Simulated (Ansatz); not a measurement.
```yaml
crystal:
  periodic: [false, false, false]
  atoms:
    - {symbol: Li, position_ang: [0.478182, -2.154225, -0.981793]}
    - {symbol: Li, position_ang: [0.443417, 1.122957, -1.486064]}
    - {symbol: Li, position_ang: [-0.762004, -0.330451, 0.759732]}
    - {symbol: Li, position_ang: [1.751606, 0.648249, 1.529625]}
    - {symbol: Li, position_ang: [1.714582, -2.472735, 1.897954]}
    - {symbol: Li, position_ang: [-2.119129, 1.565557, -0.670656]}
    - {symbol: Te, position_ang: [-1.442676, -0.698925, -1.869093]}
    - {symbol: Te, position_ang: [-0.063978, 2.319573, 0.820286]}
basis:
  gaussian: {orbitals: def2-SVP}
total_charge: -1
magnetization: {spin_polarized: true, initial_magnetization: 1}
hamiltonian: {xc: {name: B97}}
scf: {omitted_lower_state_checks: [starts]}
output: {forces: true}
```

```sh
$ ansatz run in.yaml --threads 4 --pin off --events-out ev --progress --plain --max-ram 3916MiB
```

It prints (some lines left out):

```
Functional definition: B97
1440 factors; integrals over basis functions are off by at most 1.5e-4 eV
mean field evaluation 1: about -15821.4569 eV, gradient 1.2e1 eV
mean field evaluation 2: about -15820.3298 eV, gradient 1.7e1 eV
mean field evaluation 4: about -15823.1076 eV, gradient 1.0e0 eV
mean field evaluation 8: about -15823.2543 eV, gradient 7.5e-2 eV
mean field evaluation 16: about -15823.2546 eV, gradient 1.8e-3 eV
mean field evaluation 32: about -15823.2546 eV, gradient 8.7e-5 eV
mean field -15823.25462998 eV, -581.4938822645 hartree, gradient 9.8e-8 eV, S^2 0.763051; 0 other end points of the search recorded, 0 dependent functions left out
reference -15823.25467138 eV, -581.4938837858 hartree; 34, 33 occupied and 72, 73 virtual orbitals, 1440 factors
Total energy: -15823.25467138 eV, -581.4938837858 hartree
Atom 0 at     0.478182    -2.154225    -0.981793 Å, force     0.147967    -0.385654     0.103758 eV/Å
Atom 1 at     0.443417     1.122957    -1.486064 Å, force     0.019531    -0.080814     0.068068 eV/Å
Atom 2 at    -0.762004    -0.330451     0.759732 Å, force     0.069355    -0.106865     0.077690 eV/Å
Atom 3 at     1.751606     0.648249     1.529625 Å, force     0.245948    -0.171732     0.315291 eV/Å
Atom 4 at     1.714582    -2.472735     1.897954 Å, force    -0.011120     0.210360    -0.216484 eV/Å
Atom 5 at    -2.119129     1.565557    -0.670656 Å, force     0.103019    -0.044314    -0.010519 eV/Å
Atom 6 at    -1.442676    -0.698925    -1.869093 Å, force    -0.331956     0.203449    -0.246721 eV/Å
Atom 7 at    -0.063978     2.319573     0.820286 Å, force    -0.242745     0.375571    -0.091083 eV/Å
Dipole moment:    -1.046419     1.202753    -0.789207 e Å
Checks for a lower state left out: starts
```

Hardware: 4 threads of INTEL XEON PLATINUM 8581C on a shared host. Wall time 24 s, peak host memory 0.78 GiB.

In the def2 sets Te takes a core potential; there is no spin–orbit coupling. The highest occupied level of an anion often lies above zero with these methods, and sets without diffuse functions describe the outer electron poorly.

The dipole of an ion depends on the origin.
